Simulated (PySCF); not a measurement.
C$_{2}$H$_{10}$AlNSi, singlet, at the geometry of the source list. Base run: HF/6-31G, polarisability run with PySCF.

Here is a job for PySCF.
```python
from pyscf import gto, scf
from pyscf.prop import polarizability

mol = gto.M(
    atom='''
Si    1.57830000   -0.54840000   -0.86130000
N     2.69410000    0.39230000    0.09590000
Al   -0.66350000    0.02840000   -0.09940000
C    -1.69680000   -1.47510000    0.71470000
C    -1.44790000    1.86270000   -0.15090000
H     2.07180000   -0.28490000   -2.23020000
H     1.85100000   -2.01510000   -0.70620000
H     3.68200000    0.27100000   -0.07140000
H     2.53980000    0.41770000    1.09010000
H    -2.70420000   -1.58150000    0.29510000
H    -1.84080000   -1.36570000    1.79650000
H    -1.19670000   -2.44060000    0.56980000
H    -2.45760000    1.87340000   -0.58660000
H    -0.85170000    2.58930000   -0.71700000
H    -1.55770000    2.27640000    0.86080000
''',
    basis='6-31g',
    verbose=4,
)

mf = scf.RHF(mol)
mf.kernel()
alpha = mf.Polarizability().polarizability()[2, 2]
print('alpha_zz =', alpha)
```

Problem. The base was run again with changes. Order these runs by alpha_zz (bohr³), lowest first: basis = 6-31G* | basis = def2-SVP | functional = camb3lyp | functional = lda,vwn | functional = pbe0 | basis = STO-3G.

Solution. basis = STO-3G (alpha_zz (bohr³) 33.06), basis = 6-31G* (alpha_zz (bohr³) 61.90), functional = camb3lyp (alpha_zz (bohr³) 63.20), functional = pbe0 (alpha_zz (bohr³) 64.07), basis = def2-SVP (alpha_zz (bohr³) 65.08), functional = lda,vwn (alpha_zz (bohr³) 66.17)

Finite-field rows take the second difference of the energy in a field along z; a small field with loose convergence shows SCF noise divided by the square of the field, and a large one adds hyperpolarisability.
